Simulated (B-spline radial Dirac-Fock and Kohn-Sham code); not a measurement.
Eu⁵⁺: non-radiative channels of the 4d5/2 vacancy

System: the Eu⁵⁺ ion in the configuration [Kr] 4d10 4f5 5s2 5p5.

Model: independent-particle radiative and Coulomb Auger rates from relativistic LDA hole-state orbitals, with Dirac-Fock energies. Program: an atomic code on a B-spline grid. Kinetic energies are configuration averages from the vacuum level; the two-hole energies are estimated from single-hole states.

```
transition  kinetic energy (eV)  width (meV)  share (%)
   N5-O1O3                 4.31         22.8        1.8
   N5-N6O1                 7.40         22.0        1.7
   N5-N7O1                 8.11          180       14.1
   N5-O2O3                27.29         14.2        1.1
   N5-N6O2                32.20         11.6        0.9
   N5-N7O2                32.91          152       11.9
   N5-N6O3                37.51         38.0        3.0
   N5-N7O3                38.21          209       16.4
   N5-N6N7                38.74          353       27.7
   N5-N7N7                39.46          256       20.1
```

Coster-Kronig rates are the weakest part of this model and often come out 1.5 to 2.5 times too large. Channels within a few eV of threshold rest on estimated energies and may be closed in reality. The listed channels hold 99 % of the non-radiative rate. Summed by principal shells, of 1.28 eV in all: NNN 48.5 %, NNO 48.0 %, NOO 3.5 %.

Values without a named source are computed, but for edge energies of neutral atoms, which are taken from tables.
